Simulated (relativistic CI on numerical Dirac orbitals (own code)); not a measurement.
Os5+: 5p photoemission

Computed with this model: Dirac-Coulomb-Breit CI, orbitals from a KLI potential per configuration, QED by a radiative potential, valence Slater integrals scaled by 0.8, multiplet model of photoemission in the sudden approximation; configurations [Xe] 4f14 5d3 → [Kr] 4d10 4f14 5s2 5p5 5d3; 80 K; Lorentzian 2.1 eV and Gaussian 0.6 eV FWHM. Energies are those of the free ion, without screening or charge transfer. The energies are binding energies and can lie tens of eV above those of solids. S is read from ⟨S²⟩ = S(S + 1).

Field parameters in Wybourne normalisation: D3d B²₀ = −7Dσ, B⁴₀ = −14Dq − 21Dτ, B⁴₃ = −14√(10/7) Dq; D4h B²₀ = −7Ds, B⁴₀ = 21(Dq − Dt), B⁴₄ = 21√(5/14) Dq. The field is a parameter set, without covalency.

Computed curve for D4h, 10Dq = 19300, Ds = -210, Dt = 890 cm⁻¹, scaled to 100 at the maximum (points under 2 are left out and the grid is thinned):

| Energy (eV) | Intensity |
| --- | --- |
| 104.8 | 2.0 |
| 105.4 | 2.3 |
| 106.0 | 2.6 |
| 106.8 | 3.1 |
| 107.4 | 3.6 |
| 108.0 | 4.3 |
| 108.6 | 5.2 |
| 109.2 | 6.4 |
| 109.8 | 8.1 |
| 110.6 | 11.7 |
| 111.2 | 16.3 |
| 111.8 | 24.2 |
| 112.4 | 38.7 |
| 113.0 | 64.2 |
| 113.6 | 92.7 |
| 114.4 | 96.1 |
| 115.0 | 84.5 |
| 115.6 | 74.7 |
| 116.2 | 61.4 |
| 116.8 | 47.7 |
| 117.4 | 38.4 |
| 118.2 | 29.2 |
| 118.8 | 23.4 |
| 119.4 | 19.6 |
| 120.0 | 18.3 |
| 120.6 | 19.0 |
| 121.2 | 20.4 |
| 122.0 | 20.7 |
| 122.6 | 18.8 |
| 123.2 | 16.3 |
| 123.8 | 14.4 |
| 124.4 | 12.8 |
| 125.0 | 12.0 |
| 125.8 | 11.6 |
| 126.4 | 11.4 |
| 127.0 | 10.9 |
| 127.6 | 10.8 |
| 128.2 | 11.3 |
| 128.8 | 13.7 |
| 129.6 | 22.0 |
| 130.2 | 29.5 |
| 130.8 | 29.7 |
| 131.4 | 25.4 |
| 132.0 | 23.2 |
| 132.6 | 22.6 |
| 133.4 | 20.5 |
| 134.0 | 17.8 |
| 134.6 | 15.0 |
| 135.2 | 13.7 |
| 135.8 | 14.8 |
| 136.4 | 17.2 |
| 137.2 | 17.6 |
| 137.8 | 15.6 |
| 138.4 | 12.5 |
| 139.0 | 9.3 |
| 139.6 | 6.8 |
| 140.2 | 4.9 |
| 141.0 | 3.2 |
| 141.6 | 2.5 |
| 142.2 | 2.0 |

The ground state has S = 1.42, and the centroid lies at 120.91 eV.
